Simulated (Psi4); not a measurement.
Approach curve of the dimer C2H6 ··· Cl- (SMILES CC and [Cl-]) (charge -1). Monomers: optimised at B3LYP-D3(BJ) (def2-TZVP), held rigid. Orientation: lowest of the rigid-body minima from ten starts at GFN2-xTB. The monomers approach along the line of their centres of mass (distance R); nothing else relaxes.

Calculation: SAPT0/jun-cc-pVDZ, frozen core (Psi4 1.11).

Components in kcal/mol:

| R / Å | electrostatics | exchange | induction | dispersion | total |
|---|---|---|---|---|---|
| 3.32 | -19.91 | 46.71 | -12.61 | -6.00 | 8.20 |
| 3.55 | -10.91 | 24.44 | -8.07 | -3.66 | 1.80 |
| 3.71 | -7.19 | 15.55 | -6.14 | -2.65 | -0.43 |
| 3.94 | -3.99 | 8.11 | -4.33 | -1.73 | -1.94 |
| 4.17 | -2.27 | 4.25 | -3.19 | -1.15 | -2.37 |
| 4.38 | -1.40 | 2.37 | -2.49 | -0.81 | -2.33 |
| 4.65 | -0.78 | 1.13 | -1.86 | -0.52 | -2.03 |
| 4.93 | -0.45 | 0.53 | -1.41 | -0.33 | -1.67 |
| 5.47 | -0.19 | 0.13 | -0.88 | -0.15 | -1.09 |
| 6.10 | -0.09 | 0.03 | -0.54 | -0.06 | -0.67 |
| 7.15 | -0.04 | 0.00 | -0.27 | -0.02 | -0.33 |
| 8.45 | -0.02 | 0.00 | -0.13 | -0.01 | -0.16 |
